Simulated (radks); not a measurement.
The numbers below are computed, except where a source is named.
Task: The vanadium ion V8+ is in [Ne] 3s2 3p3. Level of theory: non-relativistic Kohn-Sham, PBE, spin-polarised, spherical densities, point nucleus (a radial shooting solver on a logarithmic mesh with Libxc functionals). Open shells are filled with parallel spins first. One electron is removed from 2p, 3s, 3p, 2s in turn, with full relaxation. Which removal costs least, and what does each cost?

Result: 3p 204.18 eV; 3s 222.35 eV; 2p 709.16 eV; 2s 797.46 eV. The 3p electron leaves first.
